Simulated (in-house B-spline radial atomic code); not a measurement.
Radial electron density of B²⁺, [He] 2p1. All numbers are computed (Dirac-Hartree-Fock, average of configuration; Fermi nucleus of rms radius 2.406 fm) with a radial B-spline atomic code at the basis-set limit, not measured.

Columns: r (bohr), 4πr²n(r) (electrons per bohr), bar.

```
  0.0117   0.1063 #
  0.0137   0.1428 #
   0.016   0.1903 ##
  0.0186   0.2506 ##
  0.0217   0.3306 ###
  0.0254   0.4365 ####
  0.0296   0.5685 #####
  0.0345   0.7355 #######
  0.0403   0.9474 ########
   0.047    1.206 ###########
  0.0548    1.517 #############
  0.0639    1.886 #################
  0.0745     2.31 ####################
  0.0869    2.783 #########################
   0.101    3.276 #############################
   0.118    3.791 ##################################
   0.138    4.274 ######################################
   0.161    4.664 #########################################
   0.188    4.916 ###########################################
   0.219    4.976 ############################################
   0.255    4.815 ###########################################
   0.298    4.416 #######################################
   0.347     3.83 ##################################
   0.405    3.109 ###########################
   0.472    2.368 #####################
   0.551    1.696 ###############
   0.643     1.18 ##########
    0.75   0.8526 ########
   0.875     0.69 ######
    1.02    0.636 ######
    1.19   0.6227 ######
    1.39   0.5959 #####
    1.62   0.5283 #####
    1.89   0.4195 ####
     2.2    0.293 ###
    2.57    0.173 ##
       3  0.08489 #
    3.49  0.03424 
    4.08  0.01038 
    4.75 0.002425 
    5.55 0.0003864
```

On this grid the curve has 1 maximum, near 0.219 bohr.

The 2p1/2 radial function P(r) = rR(r), positive near the nucleus, with its small component Q(r) (sign convention: Q ≈ (P' + κP/r)/2c):

```csv
r (bohr),P,Q
0.0137,0.0009028,0.000703
0.0186,0.001638,0.0009389
0.0254,0.002994,0.001254
0.0345,0.00539,0.001653
0.047,0.009688,0.002162
0.0639,0.01717,0.002784
0.0869,0.03006,0.003522
0.118,0.05155,0.004347
0.161,0.08713,0.00522
0.219,0.1423,0.006019
0.298,0.2242,0.006607
0.405,0.337,0.006805
0.551,0.4786,0.006426
0.75,0.63,0.005336
1.02,0.7473,0.003604
1.39,0.7682,0.001613
1.89,0.6475,5.999e-05
2.57,0.4159,-0.0005804
3.49,0.185,-0.000461
4.75,0.04922,-0.0001628
```
